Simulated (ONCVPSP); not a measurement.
Before and after: ONCV potential for Pr

praseodymium, optimised norm-conserving Vanderbilt (ONCV), made with ONCVPSP 4.0.1 (PW91, fully relativistic). Core [Kr] 4d10 4f2, reference 5s2 5p6 5d1 (charge +2). Waves: 5s: rc 1.75 bohr, ncon 4, nbas 9, qcut 3.3 1/bohr, 1 projector; 5p: rc 2.75 bohr, ncon 5, nbas 10, qcut 4.7 1/bohr, 3 projectors, debl 3.5 Ha; 5d: rc 2.85 bohr, ncon 3, nbas 8, qcut 4.3 1/bohr, 1 projector. Local part: polynomial inside 1.45 bohr (lpopt 2, dvloc0 4 Ha). Core correction: Teter function, fcfact 1.5, rcfact 1.5.

Open shells are filled in proportion to 2j + 1.

In the p channel the program set the typed energies aside and used -1.323, 0.050, 3.550 Ha (j = l + 1/2; the other j can differ).

All-electron outer shells of the reference configuration (PW91, scalar-relativistic, ld1.x):

| shell | level (eV) | outermost node (bohr) | outermost maximum (bohr) |
| --- | --- | --- | --- |
| 5p | -36.93 | 0.79 | 1.51 |
| 4f | -19.28 | – | 0.68 |
| 5d | -15.02 | 0.89 | 2.03 |

Change: p: nproj 1.

Cutoffs: the cutoffs (Ha) at which the residual kinetic energy of the hardest occupied pseudo-wave falls to 1 and 0.1 mHa per electron; they do not see the model core or the augmentation charge, which bear on the density cutoff. Errors are all-electron minus pseudo energies relative to the spin-unpolarised reference configuration.

Task: What does the change do?

Result: The potential gets neither clearly harder nor softer (72 Ha and 84 Ha → 72 Ha and 84 Ha); of the 4 tests that both files solve, the error grows in 1 and shrinks in 1 by more than 15 % and 0.3 meV (median size 156.5 → 214.7 meV); the range in which the p3/2 phases agree narrows (upper end at the end of the scan → -0.4); the range in which the p1/2 phases agree narrows (upper end at the end of the scan → -0.5); neither file shows a bound ghost.

| quantity | base | changed |
| --- | --- | --- |
| cutoff, loose | 72 Ha | 72 Ha |
| cutoff, tight | 84 Ha | 84 Ha |
| bound ghosts | none | none |
| GHOST(+) flags under 300 eV | none | none |
| error for 5s2 5p6 5d1 6s2, meV [ΔE -17.50 eV] | +433 | +433 |
| error for 5s2 5p6 5d1 6s1, meV [ΔE -11.29 eV] | +297 | +297 |
| error for 5s2 5p6 5d0, meV [ΔE 19.42 eV] | -16 | -13 |
| error for 5s2 5p6 5d1 6p2, meV [ΔE -12.33 eV] | +12 | +133 |
| s: phases at 1.77 bohr within 0.05 rad from the reference energy up to (Ha; the scan ends near 5) | -0.2 | -0.2 |
| p3/2: phases at 2.79 bohr within 0.05 rad from the reference energy up to (Ha; the scan ends near 5) | to the end of the scan | -0.4 |
| p1/2: phases at 2.79 bohr within 0.05 rad from the reference energy up to (Ha; the scan ends near 5) | to the end of the scan | -0.5 |
| d5/2: phases at 2.90 bohr within 0.05 rad from the reference energy up to (Ha; the scan ends near 5) | 0.7 | 0.7 |
| d3/2: phases at 2.90 bohr within 0.05 rad from the reference energy up to (Ha; the scan ends near 5) | 0.8 | 0.8 |
| rms error of d²Exc/dni dnj with the model core, mHa | 5.33 | 5.33 |
